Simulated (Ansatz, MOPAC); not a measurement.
Donor–acceptor adduct: ClFHIn (SMILES [F][InH][Cl]) (first 4 atoms) with NH3 (SMILES N); geometry from B3LYP-D3(BJ)/def2-TZVP, rigid monomers moved along the line of their centres of mass till In2···N5 is 2.10 Å.
(charge 0, multiplicity 1):
```xyz
8

F      0.880     1.421     1.165
In    -0.727     0.275     1.397
Cl    -2.203     1.292     2.951
H     -1.219    -0.785     0.158
N      0.395    -0.614     2.934
H      1.250    -0.066     2.887
H     -0.058    -0.431     3.825
H      0.629    -1.599     2.879
```

Counterpoise-corrected where a basis set is named; no monomer relaxation.

Correlated levels freeze the cores. Filled d and f shells under p-block atoms count as core. CBS: X⁻³ extrapolation of the correlation energy, Hartree–Fock from the larger set. The state reached by PM7 isn't checked; PM7 holds dispersion and hydrogen-bond terms.

Run with Ansatz (Gaussian orbitals); MOPAC for PM7 (differences of heats of formation). Values without a source in brackets are computed. In def2 rows elements past Kr take small-core potentials, without spin–orbit coupling.

Predict the interaction energy from MP2/CBS(def2-SVPD, def2-TZVPPD).

-102 kJ/mol

What interaction energy does PM7 give?

-94 kJ/mol

Predict the interaction energy from wB97X-V/def2-TZVPPD.

-117 kJ/mol

Ansatz is an electronic-structure program.
